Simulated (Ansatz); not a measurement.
Born–Oppenheimer molecular dynamics of BClFH3O (7 atoms, charge 0, multiplicity 1). It starts at the highest image of a converged band, a first-order saddle point between two minima.

Level of theory: Ansatz 0.2.0, RKS B3LYP-D4/def2-SVP.

| Property | Result |
| --- | --- |
| ensemble | NVE (velocity Verlet) |
| time step | 0.5 fs |
| steps asked | 200 |
| starting velocities drawn for | 100 K |
| seed | 6760 |

First frame:

```xyz
7
Properties=species:S:1:pos:R:3
B 0.048 -0.286 -0.078
Cl -0.050 0.161 2.141
H 1.056 0.253 -0.424
F -1.131 -0.003 -0.625
O 0.164 -1.712 0.352
H -0.666 -2.188 0.179
H 0.116 -1.254 1.482
```

Problem. How far do the bonds stretch over the last three quarters of this one trajectory? (Pairs bonded in most of those frames.)

Solution. 
| bond | mean (Å) | spread (Å) | shortest | longest |
| --- | --- | --- | --- | --- |
| B1–H3 | 1.202 | 0.005 | 1.19 | 1.21 |
| B1–F4 | 1.341 | 0.018 | 1.31 | 1.37 |
| B1–O5 | 1.349 | 0.016 | 1.33 | 1.39 |
| Cl2–H7 | 1.293 | 0.016 | 1.27 | 1.32 |
| O5–H6 | 0.969 | 0.011 | 0.95 | 0.99 |

Mean temperature of the second half: 1243 K. The conserved energy stayed within 0.045 meV per atom of its start (net change -0.011 meV per atom), so the integration is sound. The kinetic energy rose, since the run started high on the potential surface and went downhill. It ends in pieces (BFH2O + ClH), so much of that is their flight and rotation, not heat. A run of 0.1 ps of so small a system gives no equilibrium averages. The orbitals stay closed-shell, which can raise the energy where a bond breaks towards radicals; this wasn't checked here.

The run took 7.4 min on 1 thread of Arm Neoverse V2 (shared host), peak memory 0.16 GiB.
